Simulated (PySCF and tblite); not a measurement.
The numbers below are computed, except where a source is named.
C₈H₁₀O₃Si, numbered as in [CH3:1][O:2][C:3](=[O:4])[C:5]1=[CH:6][CH:7]=[C:8]([C:9]([CH3:10])=[O:11])[SiH2:12]1.

Conformers came from 150 starts (ETKDG and KDG, MMFF94s, GFN2-xTB); geometries are GFN2-xTB. Energies: PBE0-D3(BJ)/6-31G*, with GFN2-xTB thermal terms (modes under about 100 cm⁻¹ blended into free rotors). Symmetry numbers and mirror images are counted. Conformers within 2.5 kcal/mol (GFN2-xTB free energy) were kept, 4 at most. Programs: PySCF with density fitting and tblite.

Rotational constants are equilibrium values for the commonest isotopes; dipoles come from the energy level named.

Torsions listed: C1–O2–C3–O4, O2–C3–C5–Si12, Si12–C8–C9–O11. The 5-ring runs over atoms 5–6–7–8–12.

```tsv
conformer	shape	symmetry
1	5-ring flat; 0°, 0°, 0°	Cs
2	5-ring flat; 0°, 180°, 0°	Cs
3	5-ring flat; 0°, 0°, 180°	Cs
4	5-ring flat; 0°, 180°, 180°	Cs
```

Problem. Give the rotational constants and dipole components, as needed to look for these species in a jet-cooled rotational spectrum.

Solution. 
| conformer | A (MHz) | B (MHz) | C (MHz) | abs μa (D) | abs μb (D) | abs μc (D) | κ | Ic−Ia−Ib (u Å²) |
| --- | --- | --- | --- | --- | --- | --- | --- | --- |
| 1 | 2258 | 403 | 345 | 0.12 | 1.28 | 0.01 | -0.94 | -12.4 |
| 2 | 2452 | 385 | 335 | 1.07 | 4.48 | 0.00 | -0.95 | -12.5 |
| 3 | 2221 | 403 | 344 | 1.59 | 2.93 | 0.00 | -0.94 | -12.4 |
| 4 | 2443 | 384 | 334 | 1.91 | 0.10 | 0.01 | -0.95 | -12.4 |

Problem. Which type of transition is strongest for conformer 1?

Solution. b-type, since that component is clearly the largest; the top is near-prolate.

The minima are those of GFN2-xTB; planar forms about aryl–S or allylic bonds may be saddles in DFT.


Conformer gaps in 6-31G* on xTB geometries can be 2 kcal/mol off for S=O, P=O and other polar bonds.